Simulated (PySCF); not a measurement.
**Ce²⁺ (cerium, charge +2) across methods**

[Xe] 4f1 6s1, high-spin 3F determinant (an excited configuration). All numbers are calculated (PySCF 2.14, the spin-free X2C one-electron Hamiltonian (Gaussian nucleus), in x2c-TZVPPall (11s7p7d4f2g, 113 functions)).

```csv
method,E (hartree),mean ε 5p β (eV),mean ε 4f α (eV),mean ε 6s α (eV),Σ⟨r²⟩ (bohr²),⟨S²⟩
UHF,-8855.67638,-44.002,-30.439,-16.934,55.67,2.001
PBE0,-8858.59,-39.942,-23.802,-15.766,54.83,2.001
LDA,-8851.57,-38.359,-21.326,-15.493,54.58,2.000
r2SCAN,-8858.93,-38.785,-21.942,-15.278,55.04,2.001
```

Q: Estimate the same row for PBE.

A: E (hartree) = -8858.54; mean ε 5p β (eV) = -38.155; mean ε 4f α (eV) = -21.358; mean ε 6s α (eV) = -15.225; Σ⟨r²⟩ (bohr²) = 54.71; ⟨S²⟩ = 2.000.

Spin-orbit coupling, absent here, splits the open shell strongly.
